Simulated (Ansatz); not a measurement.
Relaxation of C3H10O2Si (16 atoms, charge 0, multiplicity 1), to a largest force component of 0.015 eV/Å in at most 40 steps.

Computed with RHF/6-31G* (Ansatz 0.2.0).

```xyz
16
Properties=species:S:1:pos:R:3
C 0.703 -1.653 1.410
C 0.728 -1.520 -0.120
C 0.614 -0.075 -0.635
O -0.551 0.473 -0.284
Si -0.958 2.022 -0.732
O -2.487 2.406 -0.195
H -0.274 -1.223 1.776
H 0.786 -2.633 1.712
H 1.466 -1.018 1.908
H -0.089 -2.102 -0.521
H 1.662 -1.965 -0.439
H 1.471 0.527 -0.154
H 0.726 -0.050 -1.727
H -0.915 2.173 -2.168
H 0.013 2.923 -0.070
H -2.919 1.692 0.283
```

Problem. Where does it end, and by what steps?

Solution. It converged. After 6 steps the energy has fallen by 0.422 eV; H16 moved furthest, 0.16 Å.

| step | energy less start (eV) | largest force component (eV/Å) | accepted |
| --- | --- | --- | --- |
| 0 | 0.0000 | 4.046 | yes |
| 1 | -0.3571 | 1.636 | yes |
| 2 | -0.4116 | 0.323 | yes |
| 3 | -0.4204 | 0.128 | yes |
| 4 | -0.4216 | 0.083 | yes |
| 5 | -0.4218 | 0.033 | yes |
| 6 | -0.4220 | 0.010 | yes |

```xyz
16
Properties=species:S:1:pos:R:3
C 0.636 -1.585 1.416
C 0.723 -1.513 -0.107
C 0.700 -0.092 -0.644
O -0.523 0.523 -0.317
Si -0.962 2.051 -0.710
O -2.477 2.271 -0.132
H -0.282 -1.134 1.773
H 0.659 -2.615 1.757
H 1.468 -1.064 1.880
H -0.102 -2.062 -0.552
H 1.640 -1.988 -0.448
H 1.523 0.479 -0.221
H 0.827 -0.103 -1.724
H -0.948 2.231 -2.173
H -0.036 3.023 -0.103
H -2.867 1.555 0.350
```

Whether the end is a true minimum wasn't checked by a vibrational analysis.

The run took 16 s on 2 threads of Arm Neoverse V1 (shared host), peak memory 0.26 GiB.
